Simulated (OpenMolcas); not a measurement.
**Cr4+, Mo4+, W4+: d² down the group**

```
Program             : OpenMolcas
Method              : CASSCF
Basis               : ANO-R2
Scalar Hamiltonian  : X2C, finite nucleus
Spin-orbit coupling : RASSI with atomic mean-field integrals over the reference wave functions, term energies averaged over their components
```

Active space for each ion: 2 electrons in 10 orbitals (d d).

Computed levels in cm-1 above ³F₂:

```tsv
Level	Cr4+	Mo4+	W4+
³F₃	514	1533	6574
³F₄	1173	3318	12345
¹D₂	16138	12558	16176
³P₀	18951	13653	14764
³P₁	19128	14261	18365
³P₂	19521	15818	25579
¹G₄	24769	18995	24949
¹S₀	59073	43968	49305
weight of ³F in the lowest level (%)	100	99	92
```

Mixed levels, with the weight of the term that names them: W4+ ¹D₂ (53 %), W4+ ³P₂ (59 %).

Measured, with the error of the calculation in %. Measured levels: Cr4+ from Sugar and Corliss, J. Phys. Chem. Ref. Data 6, 317 (1977); Mo4+ from Sugar and Musgrove, J. Phys. Chem. Ref. Data 17, 155 (1988); W4+ from the list in J. Phys. B 45, 065001 (2012).

```json
{"Level": "³F₃", "Cr4+": "508 (+1.1)", "Mo4+": "1578 (-2.8)", "W4+": ""}
{"Level": "³F₄", "Cr4+": "1142 (+2.8)", "Mo4+": "3357 (-1.2)", "W4+": "11519 (+7.2)"}
{"Level": "¹D₂", "Cr4+": "13188 (+22.4)", "Mo4+": "10190 (+23.2)", "W4+": ""}
{"Level": "³P₀", "Cr4+": "15492 (+22.3)", "Mo4+": "11161 (+22.3)", "W4+": "12839 (+15.0)"}
{"Level": "³P₁", "Cr4+": "15677 (+22.0)", "Mo4+": "11807 (+20.8)", "W4+": "16331 (+12.5)"}
{"Level": "³P₂", "Cr4+": "16041 (+21.7)", "Mo4+": "13408 (+18.0)", "W4+": "22615 (+13.1)"}
{"Level": "¹G₄", "Cr4+": "22019 (+12.5)", "Mo4+": "16354 (+16.1)", "W4+": "22346 (+11.7)"}
{"Level": "¹S₀", "Cr4+": "51146 (+15.5)", "Mo4+": "37738 (+16.5)", "W4+": "43110 (+14.4)"}
```

The fine-structure level ³F₄ changes by a factor of 10.5 from Cr4+ to W4+.

Without spin-orbit coupling ¹D lies 15509, 11064, 10291 cm-1 above ³F in that order; the difference to the level ¹D₂, of either sign, comes from spin-orbit coupling, which also lowers the zero.

Without dynamic correlation excited terms often stand tens of per cent too high (terms of higher spin than the ground term too low), and those without a measured partner can miss by more than the paired ones. Active for correlation alone: 4d; no level in the range computed is led by a configuration that fills it, so any true level of that kind is missing (holds for Cr4+). Active for correlation alone: 5d; no level in the range computed is led by a configuration that fills it, so any true level of that kind is missing (holds for Mo4+). Active for correlation alone: 6d; no level in the range computed is led by a configuration that fills it, so any true level of that kind is missing (holds for W4+). Computed and measured levels are paired by configuration, term and J; levels that our copy of the source lacks, or whose pairing is in doubt (as where it misses far off the trend of its configuration), stay unpaired and out of the deviations. Only configurations of the active space appear.
